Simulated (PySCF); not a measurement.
These 3 structures share the formula C2H6OSi2. Theory: PBE0-D3(BJ)/def2-SVP geometry optimisation, gas phase in PySCF. Energies are electronic, without zero-point or thermal terms, for one conformer each. No frequencies were run at this level. Point groups hold within 0.08 Å.

**Question.** Order them by energy at this level, lowest first, and give relative energies in kcal/mol.
A. `[SiH2]1O[SiH2]C=C1`
B. `[OH:1][SiH2:2][C:3]#[C:4][SiH3:5]` with H–O1–Si2–C3 -53°
C. `[CH:1]#[C:2][SiH2:3][SiH2:4][OH:5]` with C2–Si3–Si4–O5 34°, Si3–Si4–O5–H -35°

**Answer.** A (0.0), B (51.0), C (59.5).

As drawn, the lowest has a C=C bond outside aromatic rings, which the highest lacks; the highest has a C≡C bond, an O–H bond and an Si–Si bond, which the lowest lacks.

```
            SMILES      E (Eh)  E rel (kcal/mol)  dipole (D)  point group        A, B, C (MHz)
C1=C[SiH2]O[SiH2]1  -733.37431               0.0        1.65          C2v     5284, 3319, 2141
  O[SiH2]C#C[SiH3]  -733.29301              51.0        1.44            –  13051, 943.8, 900.3
  C#C[SiH2][SiH2]O  -733.27948              59.5        1.29           C1     4260, 2128, 1517
```

**Question.** How do the relative energies change in single points at B3LYP/pcSseg-2 (no added dispersion term) on the same geometries?

**Answer.** 
```tsv
SMILES	PBE0-D3(BJ)/def2-SVP (kcal/mol)	B3LYP/pcSseg-2 (kcal/mol)	shift
C1=C[SiH2]O[SiH2]1	0.0	0.0	0.0
O[SiH2]C#C[SiH3]	51.0	42.5	-8.5
C#C[SiH2][SiH2]O	59.5	55.2	-4.3
```

Each column counts from its own lowest isomer. The order is unchanged; the largest shift is 8.5 kcal/mol.
